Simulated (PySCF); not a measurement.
**Working out the ionisation energy of Se²⁺**

Se²⁺ [Ar] 3d10 4s2 4p2 (3P) → Se³⁺ [Ar] 3d10 4s2 4p1 (2P). Computed with PySCF 2.14 in aug-cc-pVTZ-PP with one added diffuse shell each of s, d, f type with ECP10MDF (7s5p5d3f, 68 functions), with a scalar-relativistic core potential. Frozen: 3s2 3p6 3d10. Energies in hartree (1 hartree = 27.21139 eV):

| part | Se²⁺ (lower) | Se³⁺ (upper) |
| --- | --- | --- |
| UHF | -370.782763 | -369.643676 |
| MP2 opposite-spin | -0.047990 | -0.039993 |
| MP2 same-spin | -0.009355 | -0.002744 |

Question: What does Hartree-Fock give?

Answer: (-369.643676) − (-370.782763) = 1.139087 hartree = 30.996 eV.

Question: What do MP2 and SCS-MP2 (6/5 opposite-spin, 1/3 same-spin) give?

Answer: The opposite-spin parts differ by 0.218 eV and the same-spin parts by 0.180 eV. MP2: 30.996 + (0.218) + (0.180) = 31.394 eV. SCS-MP2: 30.996 + 1.2 × (0.218) + (0.180)/3 = 31.318 eV.

Reference: 31.697 ± 0.019 eV (measured; NIST Atomic Spectra Database, ionization energies), between the lowest levels; spin-orbit coupling is absent from the calculation.

What remains against the reference includes basis incompleteness, the frozen core and correlation beyond second order.
